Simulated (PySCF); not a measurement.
Compound: C4H12OSi.
Atom-mapped SMILES: `[CH3:1][C:2]([CH3:3])([CH3:4])[SiH2:5][OH:6]` (hydrogens: H7, H8, H9 on C1; H10, H11, H12 on C3; H13, H14, H15 on C4; H16, H17 on Si5; H18 on O6)

The same species was optimised twice, with GFN2-xTB and with PBE0-D3(BJ)/def2-SVP (PySCF), and the same property calculations (PySCF, gas phase) were run on both structures.

| coordinate | GFN2-xTB | PBE0-D3(BJ)/def2-SVP | change |
| --- | --- | --- | --- |
| Si5–O6 (Å) | 1.627 | 1.673 | +0.046 |
| C2–Si5 (Å) | 1.919 | 1.896 | -0.023 |
| C2–C3 (Å) | 1.529 | 1.530 | +0.001 |
| C2–C4 (Å) | 1.532 | 1.531 | -0.001 |
| C1–C2 (Å) | 1.530 | 1.531 | +0.001 |
| C4–C2–Si5 (°) | 110.7 | 108.8 | -1.9 |
| C3–C2–C4 (°) | 108.7 | 110.2 | +1.5 |
| C1–C2–C3 (°) | 108.8 | 110.4 | +1.6 |
| C1–C2–C4 (°) | 108.6 | 110.0 | +1.4 |
| C1–C2–Si5 (°) | 110.2 | 108.8 | -1.4 |
| C3–C2–Si5 (°) | 109.9 | 108.6 | -1.3 |
| C2–Si5–O6 (°) | 112.1 | 111.7 | -0.4 |
| C1–C2–Si5–O6 (°) | -60 | -61 | -1 |

Rotational constants: A = 3872, B = 1943, C = 1836 MHz (GFN2-xTB) against A = 3799, B = 1964, C = 1858 MHz (PBE0-D3(BJ)/def2-SVP).

On the GFN2-xTB structure: HOMO (eV) -7.66 [PBE0/pcSseg-1]; LUMO (eV) 0.64 [PBE0/pcSseg-1]; dipole (D) 1.67 [PBE0/pcSseg-1]; GIAO shielding of C1/C3/C4 (mean) (ppm) 159.7 [PBE0/pcSseg-1]; GIAO shielding of C2 (ppm) 165.1 [PBE0/pcSseg-1]; GIAO shielding of Si5 (ppm) 355.5 [PBE0/pcSseg-1]; GIAO shielding of O6 (ppm) 323.2 [PBE0/pcSseg-1].

Task: What do these properties become on the PBE0-D3(BJ)/def2-SVP structure?

Result: 
```
                                    property          level  on GFN2-xTB  on PBE0-D3(BJ)/def2-SVP  change
                                   HOMO (eV)  PBE0/pcSseg-1        -7.66                    -7.61   +0.05
                                   LUMO (eV)  PBE0/pcSseg-1         0.64                     0.65   +0.01
                                  dipole (D)  PBE0/pcSseg-1         1.67                     1.62   -0.05
energy, GFN2-xTB geometry as zero (kcal/mol)  PBE0/pcSseg-1          0.0                     -2.4    -2.4
     GIAO shielding of C1/C3/C4 (mean) (ppm)  PBE0/pcSseg-1        159.7                    158.9    -0.8
                  GIAO shielding of C2 (ppm)  PBE0/pcSseg-1        165.1                    166.0    +0.9
                 GIAO shielding of Si5 (ppm)  PBE0/pcSseg-1        355.5                    351.2    -4.3
                  GIAO shielding of O6 (ppm)  PBE0/pcSseg-1        323.2                    318.1    -5.1
```

The heavy atoms differ by 0.033 Å rms after alignment. Among bonds between heavy atoms Si5–O6 changes most (+0.046 Å). Changes are differences of the printed values. Neither structure is proved a minimum here.

Conformer computed: `[CH3:1][C:2]([CH3:3])([CH3:4])[SiH2:5][OH:6]`: C1–C2–Si5–O6 -61°, H–O6–Si5–C2 -77°.
